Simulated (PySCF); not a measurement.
Compound: C₆H₆O.
Bonds: C1–C2 (double), C2–C3, C2–C4, C4–C5 (triple), C5–C6, C6–O7 (double). Hydrogens: H8, H9 on C1; H10, H11, H12 on C3; H13 on C6.

Computed geometry: GFN2-xTB, gas phase.

Problem. Give the optimised bond lengths and angles.

Solution. 
```
                  bond  length (Å)
                 C1=C2       1.334
                 C2–C3       1.498
                 C2–C4       1.413
                 C4≡C5       1.210
                 C5–C6       1.422
                 C6=O7       1.205
                 C1–H8       1.077
                 C1–H9       1.077
C3–H10, C3–H11, C3–H12       1.088
                C6–H13       1.110
```

Bonds in one row agree within 0.01 Å and their mean is given. A selection of angles:
```
     angle  degrees
  C2–C1–H8    121.5
  C2–C1–H9    121.5
  H8–C1–H9    117.0
  C1–C2–C3    124.1
  C1–C2–C4    120.0
  C3–C2–C4    116.0
 C2–C3–H10    110.1
 C2–C3–H11    110.7
H10–C3–H11    109.2
H10–C3–H12    107.6
  C2–C4–C5    179.6
  C4–C5–C6    179.9
  C5–C6–O7    125.8
 C5–C6–H13    112.5
 O7–C6–H13    121.7
```

The 7 heavy atoms lie in one plane (0.001 Å rms). The C–C distances run from 1.210 Å (C4≡C5, drawn triple) to 1.498 Å (C2–C3, drawn single), a spread of 0.288 Å. Of the pairs four or more bonds apart, H9···H11 is among the closest relative to their van der Waals radii: 2.43 Å, 101 % of the sum of Bondi's values.

Point group: Cs (every atom within 0.08 Å of its image). No frequency check.
